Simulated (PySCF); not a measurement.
# Fractional electron number in Lu⁺ (lutetium, charge +1)

The 6s beta orbital of [Xe] 4f14 6s2 is emptied in steps (occupation f), with all orbitals relaxed, ending at [Xe] 4f14 6s1. All numbers are calculated (PySCF 2.14, a scalar-relativistic core potential, in def2-TZVP with the def2 core potential (28 electrons) (10s8p5d4f1g, 96 functions)). The exact energy is a straight line in f; departures are measured from the line between the end points of the same method.

| f | UHF (eV) | LDA (eV) | PBE (eV) |
| --- | --- | --- | --- |
| 1 | 0.000 | 0.000 | 0.000 |
| 0.9 | 0.012 | -0.273 | -0.271 |
| 0.7 | 0.027 | -0.637 | -0.633 |
| 0.5 | 0.030 | -0.756 | -0.756 |
| 0.3 | 0.024 | -0.632 | -0.635 |
| 0.1 | 0.010 | -0.270 | -0.267 |
| 0 | 0.000 | 0.000 | 0.000 |

Q: For PBE, how does the orbital energy at f = 1 compare with the removal energy?

A: −ε = 11.084 eV against a total-energy difference of 14.085 eV. By Janak's theorem ε = ∂E/∂f, so the gap between them reflects the curvature. Along the path −ε is 11.677 (f = 0.9), 12.870 (f = 0.7), 14.077 (f = 0.5), 15.305 (f = 0.3), 16.532 (f = 0.1) eV.

```tsv
method	E(f=0) − E(f=1) (eV)	−ε at f=1 (eV)	−ε at f=0.5 (eV)
UHF	12.664	12.800	12.657
LDA	14.366	11.327	14.380
PBE	14.085	11.084	14.077
```

Reference removal energy between the ground levels: 14.13 ± 0.05 eV (semi-empirical (NIST evaluation); NIST Atomic Spectra Database, ionization energies). UHF lacks correlation.
